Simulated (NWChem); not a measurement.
## Atomisation of BCl₂

```
B
Cl 1 1.7282
Cl 1 1.7282 2 124.61
```
Charge 0, spin multiplicity 2.

Everything below was run with NWChem. All single points use one geometry, from UPBE0/def2-SVP, a minimum by its harmonic frequencies.

Basis set: def2-TZVP. The atomisation energy is electronic alone: no zero-point, thermal, spin-orbit or counterpoise terms. No value is extrapolated to the basis-set limit. Free atoms are single determinants with multiplicities Cl 2, B 2. Correlated methods freeze the same cores in atoms and molecule, 11 orbitals in all.

| method | atomisation energy (kcal/mol) | relative cost |
|---|---|---|
| PBE0 | 211.8 | 1 |
| B3LYP | 201.0 | under 3 |
| PBE | 217.5 | under 3 |
| TPSS | 207.3 | under 3 |
| HF | 156.3 | under 3 |
| MP2 | 210.3 | 4 |
| CAM-B3LYP | 202.1 | 9 |
| LC-wPBE (omega 0.3 per bohr) | 210.6 | 9 |

The values span 61.2 kcal/mol, from HF (lowest) to PBE (highest). Costs are rough ratios of processor time within this set of runs, SCF included, with PBE0 as 1. Costs are the molecule's.

B3LYP has NWChem's definition, with VWN1-RPA local correlation. GW and range-separated runs recompute their integrals, the others keep them in memory, which bears on the times. The structure started from a generated list of species. The unpaired electrons of the parent sit in orbitals of symmetry a1 (C2v labels of the run); other states weren't searched. The stability of the SCF solutions was not checked. Open-shell Hartree-Fock references start from PBE0 orbitals; any time given for them includes that run.
